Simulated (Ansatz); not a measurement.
Wavefunction ladder for `F[SiH]([GaH2])[SeH]`

Z-matrix (Å, degrees):
```
Si
Ga 1 2.393
Se 1 2.286 2 99.2
F 1 1.606 2 116.0 3 -120.1
H 1 1.485 2 119.2 3 109.7
H 2 1.567 1 120.8 3 -99.8
H 2 1.570 1 117.9 3 71.8
H 3 1.471 1 93.6 2 -49.2
```

Charge 0, multiplicity 1. Correlated methods include outer-core shells of Ga, Se, which these sets cover unevenly. Scalar relativity is left out up to krypton. Geometry: relaxed with PBE0-D4/def2-TZVP. It is one conformer, not always the lowest. Frozen core, restricted reference, Ansatz 0.2.0.

| basis | HF (Eh) | MP2 corr. | CCSD corr. | (T) | CCSD(T) total |
| --- | --- | --- | --- | --- | --- |
| def2-SVP | -4713.14201 | -0.73140 | -0.75297 | -0.01970 | -4713.91468 |
| def2-TZVPP | -4713.92792 | -0.87428 | -0.89916 | -0.03243 | -4714.85951 |
| def2-QZVPP | -4714.02991 | -1.45993 | – | – | – |
